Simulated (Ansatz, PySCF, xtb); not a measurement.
Pulling on the Sn1–H2 bond in H2OSn (SMILES [OH][SnH]) (multiplicity 1 held, fragments rigid). Energies count from the point at 1.803 Å.
Geometry at that point (charge 0, multiplicity 1):
```xyz
4

Sn    -0.18386    -0.15026     0.19526
H     -1.45521     0.01474    -1.07213
O      1.21528     0.79939    -0.86933
H      0.92596     1.10307    -1.73634
```

Restricted levels (R-, RO-) in cc, def2 and unpolarised 6-31G sets keep to the state of the molecule at rest. Unrestricted levels (U-) break spin symmetry where that is lower. Active spaces are followed from a long bond inwards. Levels need not reach the same state.

Cores are frozen in the correlated methods. Filled d and f shells under p-block atoms count as core. Rows in LANL2DZ carry no dispersion term and start afresh at each structure. LANL2DZ brings its own core potentials from Na on.

Run with Ansatz (Gaussian basis) for Hartree–Fock, density functionals and correlated methods; PySCF for LANL2DZ rows; xtb for the GFN methods. Each number belongs to the level named beside it. In def2 rows elements past Kr take small-core potentials, without spin–orbit coupling. The GFN methods have no spin term and hold the electronic entropy of 300 K.

| level | energy at R = 5.769 Å (kJ/mol) |
|---|---|
| GFN2-xTB | 381.2 |
| U-HF/LANL2DZ | 188.9 |
| R-PBE/def2-TZVPP | 355.2 |
| R-r2SCAN/def2-TZVPP | 387.7 |
| R-B3LYP/def2-TZVPP | 393.2 |
| R-MP2/def2-TZVPP | 395.4 |
| R-SCS-MP2/def2-TZVPP | … |
| U-SCS-MP2/def2-TZVPP | 272.7 |
| FIC-MRCISD+Q on CASSCF(2,2)/def2-TZVPP | 276.1 |

Question: Some entries are withheld; supply them.

Answer: 
- R-SCS-MP2/def2-TZVPP, energy at R = 5.769 Å (kJ/mol): 366.8

Doubts at one or more of the structures used: a spin-contaminated determinant (U-HF/LANL2DZ, U-SCS-MP2/def2-TZVPP); a restricted determinant that unrestricted orbitals would lower (R-PBE/def2-TZVPP, R-r2SCAN/def2-TZVPP, R-B3LYP/def2-TZVPP, R-MP2/def2-TZVPP, R-SCS-MP2/def2-TZVPP).

Ansatz is a quantum-chemistry and plane-wave program.
